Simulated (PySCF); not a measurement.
BiI$_{2}$ (SMILES [I][Bi+][I]), charge +1, singlet, at a GFN2-xTB geometry (such geometries of metal compounds can be far from the true shape) (core potentials on Bi, I). Base run: BLYP/def2-SVP (PySCF).

The PySCF input:
```python
from pyscf import gto, scf, dft

mol = gto.Mole()
mol.atom = '''
    Bi    0.86767310    0.43113642    0.27718616
    I    -1.00884033    1.16616633   -1.52475723
    I    -0.34996849   -1.84134224    1.09067324
'''
mol.basis = 'def2-svp'
mol.ecp = {'Bi': 'def2-svp', 'I': 'def2-svp'}
mol.charge = 1
mol.verbose = 4
mol.build()

mf = dft.RKS(mol)
mf.xc = 'blyp'
mf.kernel()
```

Variants of this job, named by their change:

| change | ΔE vs base (µEh) | SCF cycles | outcome |
|---|---|---|---|
| base | 0.0 | 13 | converged |
| diis = off; damp = 0.3 (with mf.diis_start_cycle = 200; with mf.max_cycle = 150) | - | 150 | not converged |
| DIIS = ADIIS | 0.0 | 25 | converged |
| diis_space = 4 | 0.0 | 17 | converged |
| level_shift = 0.5 (with mf.max_cycle = 100) | 0.0 | 28 | converged |
| diis_space = 12 | 0.0 | 13 | converged |
| init_guess = atom | 0.0 | 10 | converged |
| diis = off; damp = 0.6 (with mf.diis_start_cycle = 200; with mf.max_cycle = 150) | - | 150 | not converged |
| conv_tol_grad = 1e-7 | 0.0 | 16 | converged |
| diis_space = 20 | 0.0 | 13 | converged |
| solver = newton | 0.0 | - | converged |
| DIIS = EDIIS | - | 50 | not converged |
| conv_tol = 1e-11 | 0.0 | 15 | converged |
